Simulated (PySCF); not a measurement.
Correlation energy of Cr⁺ (chromium, charge +1)

[Ar] 3d4 4s1, high-spin 6D determinant (an excited configuration). Calculation: PySCF 2.14, in ANO-RCC-VTZP (6s5p3d2f1g, 59 functions); the spin-free X2C one-electron Hamiltonian (Gaussian nucleus). Frozen: [Ar]; 5 electrons correlated.

```json
{"level": "CCSD", "correlation energy (mhartree)": "-61.32"}
{"level": "(T)", "correlation energy (mhartree)": "-0.76"}
{"level": "CCSD(T)", "correlation energy (mhartree)": "-62.08"}
```

Diagnostics: T1 = 0.0076, D1 = 0.0152, largest double amplitude 0.023.

Cost of the coupled-cluster step: about 0.8 core-seconds, for 5 correlated electrons.

Iterations:

```
CC2 = 0
CCSD nocc = (np.int64(5), np.int64(0)), nmo = (50, 50)
frozen orbitals [[0, 1, 2, 3, 4, 5, 6, 7, 8], [0, 1, 2, 3, 4, 5, 6, 7, 8]]
max_cycle = 100
direct = 0
conv_tol = 1e-08
conv_tol_normt = 1e-06
diis_space = 8
diis_start_cycle = 0
Init t2, MP2 energy = -0.0549346107156065
Init E_corr(UCCSD) = -0.0549346107246324
cycle = 1  E_corr(UCCSD) = -0.0601335399850339  dE = -0.00519892926  norm(t1,t2) = 0.0205125
cycle = 2  E_corr(UCCSD) = -0.0609755834780973  dE = -0.000842043493  norm(t1,t2) = 0.00743689
cycle = 3  E_corr(UCCSD) = -0.0613324797159527  dE = -0.000356896238  norm(t1,t2) = 0.00327718
cycle = 4  E_corr(UCCSD) = -0.0613052799945498  dE = 2.71997214e-05  norm(t1,t2) = 0.0007016
cycle = 5  E_corr(UCCSD) = -0.0613208574668349  dE = -1.55774723e-05  norm(t1,t2) = 0.000203609
cycle = 6  E_corr(UCCSD) = -0.0613203572728393  dE = 5.00193996e-07  norm(t1,t2) = 2.86246e-05
cycle = 7  E_corr(UCCSD) = -0.061320228240499  dE = 1.2903234e-07  norm(t1,t2) = 1.0167e-05
cycle = 8  E_corr(UCCSD) = -0.0613202634342776  dE = -3.51937786e-08  norm(t1,t2) = 3.78092e-06
cycle = 9  E_corr(UCCSD) = -0.0613202496894996  dE = 1.3744778e-08  norm(t1,t2) = 5.13758e-07
cycle = 10  E_corr(UCCSD) = -0.0613202506019316  dE = -9.12431949e-10  norm(t1,t2) = 1.1135e-07
UCCSD converged
E(UCCSD) = -1049.465412707046  E_corr = -0.06132025060193155
UCCSD(T) correction = -0.00076411987455326
```
